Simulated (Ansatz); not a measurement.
This geometry of C₂H₄BBrClN (10 atoms, charge 0, multiplicity 1) is a first-order saddle point.

The calculation used RKS BHLYP/def2-SVP (Ansatz).

```xyz
10
Properties=species:S:1:pos:R:3
B -0.566 -1.836 0.155
C 0.194 -0.495 0.135
Cl 1.892 -0.554 0.608
C -0.263 0.730 -0.199
N 0.474 1.913 -0.199
Br -2.065 0.974 -0.732
H 0.014 -2.828 0.482
H -1.716 -1.881 -0.151
H 0.848 2.095 0.725
H 1.270 1.831 -0.821
```

Problem. Which two structures does it join? (They come from a converged band through this point; their orientation in space is the band's.)

Solution. No bond is made or broken. The dihedral Br6–C4–N5–H9 goes from 0 to 180°. The two ends are copies of one structure, up to a mirror image or an exchange of like atoms.

First end point:

```xyz
10
Properties=species:S:1:pos:R:3
B -0.568 -1.869 -0.022
C 0.253 -0.605 -0.002
Cl 2.024 -0.748 0.014
C -0.187 0.690 0.005
N 0.589 1.776 0.022
Br -2.026 1.104 -0.010
H -0.022 -2.933 -0.026
H -1.762 -1.812 -0.034
H 0.196 2.697 0.026
H 1.587 1.648 0.030
```

Last end point:

```xyz
10
Properties=species:S:1:pos:R:3
B -0.567 -1.870 -0.022
C 0.253 -0.605 -0.003
Cl 2.025 -0.747 0.013
C -0.187 0.690 0.004
N 0.588 1.776 0.021
Br -2.027 1.103 -0.011
H -0.022 -2.934 -0.026
H -1.761 -1.811 -0.033
H 1.586 1.650 0.031
H 0.194 2.697 0.027
```

Problem. How far does it lie above each of them?

Solution. 63.3 kJ/mol above the first and 63.3 kJ/mol above the second. This is the barrier of this one path; another mechanism may lie lower.

Run time: 15 min on 2 threads of Arm Neoverse N1, with other jobs on the host, peak memory 0.37 GiB.
